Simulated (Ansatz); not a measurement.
Potential energy curve for Co(CO)4(H), SMILES [C-](#[O+])->[CoH](<-[C-]#[O+])(<-[C-]#[O+])<-[C-]#[O+] (C4HCoO4). The Co1–H10 bond (Co1 also carries C, C, C, C; H10 carries nothing else) is varied alone, starting from the PBE0/def2-SVP optimised geometry.

Calculation: unrestricted PBE0/def2-SVP run with Ansatz (a program for electronic structure).

**Question.** Relative to R = 1.47 Å, what are the energies at R = 1.58, 1.66, 2.13, 2.71 Å?

**Answer.** 7.7 kJ/mol at 1.58 Å, 20.5 kJ/mol at 1.66 Å, 141.7 kJ/mol at 2.13 Å, 233.6 kJ/mol at 2.71 Å.

The unrestricted determinant behind UKS-PBE0 is spin-contaminated at 2.43 to 4.31 Å (<S²> up to 1.0, against 0.00 for a pure singlet).
